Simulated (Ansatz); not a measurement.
Stepwise reaction of `[O]=[W](=[O])([Cl])[Cl]` with ammonia, as a gas-phase model of exchange steps in deposition or etching. ΔE in kJ/mol; ΔG adds harmonic PBE0-D4 terms to CCSD(T)/CBS, at 1 bar.

Calculated with Ansatz (gas phase, PBE0-D4/def2-TZVP geometries, no zero-point term in ΔE). CCSD(T)/CBS adds triple-zeta CCSD(T) − MP2 to the extrapolated MP2 energy (def2 sets, frozen cores). This one scheme is used for every species. DFT in def2-TZVPP. B3LYP here is the variant with VWN-RPA as its local correlation; programs differ in this. def2 core potentials past Kr. For W outer-core shells are correlated without core-valence functions, which leaves a few kJ/mol of doubt a bond. One conformer a species, not always the lowest.

```tsv
step	reaction	PBE-D4	B3LYP-D4	ωB97M-V	CCSD(T)/CBS	ΔG(400 K)
1	`[O]=[W](=[O])([Cl])[Cl]` + NH₃ → `[NH2][W](=[O])(=[O])[Cl]` + HCl	41.4	38.4	36.8	40.0	31.6
```

(1) Give the row of step 2, `[NH2][W](=[O])(=[O])[Cl]` + NH₃ → `[NH2][W]([NH2])(=[O])=[O]` + HCl. (Best estimate.)

(2) By hand: ΔE of the 2 steps together at CCSD(T)/CBS.

## Answers

(1) Ansatz gave: 
```tsv
step	reaction	PBE-D4	B3LYP-D4	ωB97M-V	CCSD(T)/CBS	ΔG(400 K)
2	`[NH2][W](=[O])(=[O])[Cl]` + NH₃ → `[NH2][W]([NH2])(=[O])=[O]` + HCl	64.4	61.6	60.0	62.7	55.0
```

(2) (40.0) + (62.7) = 102.7 kJ/mol, or 51.4 kJ/mol a step.

In ΔE each step is higher than the one before. All are uphill at CCSD(T)/CBS. ΔG lies between 31.6 and 55.0 kJ/mol a step. PBE-D4 differs from CCSD(T)/CBS by 1.4 to 1.7 kJ/mol a step. Isolated molecules leave out the surface, adducts and barriers. Largest T1 diagnostic: 0.022.
